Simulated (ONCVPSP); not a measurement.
**Before and after: ONCV potential for cadmium (Cd)**

```json
{
 "Element": "cadmium",
 "Generator": "ONCVPSP 4.0.1",
 "Type": "optimised norm-conserving Vanderbilt (ONCV)",
 "Functional": "PBEsol",
 "Relativity": "scalar-relativistic",
 "Frozen core": "[Ar] 3d10",
 "Valence charge": "20",
 "Reference configuration": "4s2 4p6 4d10 5s1.5 5p0.5",
 "Partial waves": "4s+5s: rc 1.50 bohr, ncon 4, nbas 8, qcut 9.2 1/bohr, 3 projectors, debl 1.6 Ha; 4p+5p: rc 1.25 bohr, ncon 4, nbas 9, qcut 10.5 1/bohr, 3 projectors, debl 3.2 Ha; 4d: rc 1.35 bohr, ncon 4, nbas 8, qcut 10.9 1/bohr, 2 projectors, debl 4 Ha",
 "Local potential": "polynomial inside 1.20 bohr (lpopt 3, dvloc0 4 Ha)",
 "Core correction": "Teter function, fcfact 3.75, rcfact 1.25"
}
```

All-electron outer shells of the reference configuration (PBEsol, scalar-relativistic, ld1.x):

```csv
shell,level (eV),outermost node (bohr),outermost maximum (bohr)
3p,-602.00,0.14,0.32
3d,-394.66,–,0.27
4s,-106.85,0.43,0.79
4p,-67.94,0.43,0.84
4d,-12.74,0.42,0.98
5s,-6.38,1.06,2.32
5p,-1.64,1.19,3.21
```

Change: p: rc 1.42.

Cutoffs: the cutoffs (Ha) at which the residual kinetic energy of the hardest occupied pseudo-wave falls to 1 and 0.1 mHa per electron; they do not see the model core or the augmentation charge, which bear on the density cutoff. Errors are all-electron minus pseudo energies relative to the spin-unpolarised reference configuration.

Q: How do hardness, ghosts and transferability respond?

A: The potential gets neither clearly harder nor softer (39 Ha and 47 Ha → 38 Ha and 46 Ha); the d channel sets the loose cutoff, while the largest relative change is in p, which becomes softer; of the 4 tests that both files solve, the error grows in 1 and shrinks in 0 by more than 15 % and 0.3 meV (median size 3.3 → 3.3 meV); neither file shows a bound ghost.

| quantity | base | changed |
| --- | --- | --- |
| cutoff, loose | 39 Ha | 38 Ha |
| cutoff, tight | 47 Ha | 46 Ha |
| loose cutoff by channel | s 28 Ha, p 39 Ha, d 38 Ha | s 28 Ha, p 30 Ha, d 38 Ha |
| bound ghosts | none | none |
| GHOST(+) flags under 300 eV | none | none |
| error for 4s2 4p6 4d10 5s2 5p0, meV [ΔE -2.32 eV] | +0.3 | +0.3 |
| error for 4s2 4p6 4d10 5s1 5p0, meV [ΔE 6.99 eV] | -1.2 | -1.2 |
| error for 4s2 4p6 4d10 5s0 5p0, meV [ΔE 24.08 eV] | -5.4 | -5.4 |
| error for 4s2 4p5 4d10 5s2 5p0, meV [ΔE 71.81 eV] | -52 | -69 |
| s: phases at 1.52 bohr within 0.05 rad from the reference energy up to (Ha; the scan ends near 5) | to the end of the scan | to the end of the scan |
| d: phases at 1.37 bohr within 0.05 rad from the reference energy up to (Ha; the scan ends near 5) | to the end of the scan | to the end of the scan |
| rms error of d²Exc/dni dnj with the model core, mHa | 0.38 | 0.34 |
